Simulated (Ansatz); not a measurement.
Input file for CH7BSSi2:

```yaml
crystal:
  periodic: [false, false, false]
  atoms:
    - {symbol: B, position_ang: [-1.676156, -0.595408, 0.766162]}
    - {symbol: Si, position_ang: [-0.489496, 0.949677, 0.712206]}
    - {symbol: C, position_ang: [1.308787, 0.525140, 0.346077]}
    - {symbol: Si, position_ang: [0.847826, -0.538262, -1.126757]}
    - {symbol: S, position_ang: [-1.274202, -0.063624, -1.173028]}
    - {symbol: H, position_ang: [-1.205284, -1.664773, 1.030684]}
    - {symbol: H, position_ang: [-2.842756, -0.380460, 0.920416]}
    - {symbol: H, position_ang: [-0.813112, 2.399989, 0.710331]}
    - {symbol: H, position_ang: [1.798827, 0.002046, 1.167362]}
    - {symbol: H, position_ang: [1.915681, 1.376215, 0.034467]}
    - {symbol: H, position_ang: [1.449023, -0.069982, -2.399457]}
    - {symbol: H, position_ang: [1.057861, -1.995659, -0.954563]}
basis:
  gaussian: {orbitals: def2-TZVPP}
correlation: {method: ccsd_t}
```

```sh
$ ansatz run in.yaml --threads 4 --pin off --events-out ev --progress --plain --max-ram 10444MiB
```

Output of Ansatz, abridged:

```
Functional definition: HF
1636 factors; integrals over basis functions are off by at most 1.4e-3 eV
mean field evaluation 1: about -28353.2838 eV, gradient 3.1e1 eV
mean field evaluation 2: about -28353.6892 eV, gradient 3.1e1 eV
mean field evaluation 4: about -28356.8675 eV, gradient 3.7e0 eV
mean field evaluation 8: about -28356.9273 eV, gradient 2.7e-1 eV
mean field -28356.92769764 eV, -1042.0978718722 hartree, gradient 3.8e-6 eV, S^2 0.000000; 0 other end points of the search recorded, 0 dependent functions left out
17 core orbitals not correlated: weight in the atoms' cores, before any rotation towards them, 1.000 or more for the frozen orbitals, at most 0.000 for the correlated occupied ones
reference -28356.92769764 eV, -1042.0978718722 hartree; 14, 14 occupied and 255, 255 virtual orbitals, 1636 factors
second order -19.28390512 eV of doubles, -0.00000000 eV of singles
cycle   1  -20.22929099 eV  change   -9.5e-1 eV  update   1.1e-1
cycle   2  -20.79957334 eV  change   -5.7e-1 eV  update   3.1e-2
cycle   3  -20.89696375 eV  change   -9.7e-2 eV  update   1.4e-2
cycle   4  -20.88849052 eV  change    8.5e-3 eV  update   3.8e-3
cycle   5  -20.88716011 eV  change    1.3e-3 eV  update   1.8e-3
cycle   6  -20.88721843 eV  change   -5.8e-5 eV  update   5.9e-4
cycle   7  -20.88706754 eV  change    1.5e-4 eV  update   2.5e-4
cycle   8  -20.88717299 eV  change   -1.1e-4 eV  update   9.2e-5
cycle   9  -20.88720028 eV  change   -2.7e-5 eV  update   3.4e-5
perturbative correction -1.00865120 eV, -0.0370672478 hartree
Total energy: -28378.82354912 eV, -1042.9025295726 hartree
```

Hardware: 4 threads of an Arm Neoverse V1 on a shared host. Wall time 2.8 min, peak host memory 7.8 GiB.

The correlation energy is -21.896 eV, 4.6 % of it from (T); the T1 diagnostic reads 0.0126.
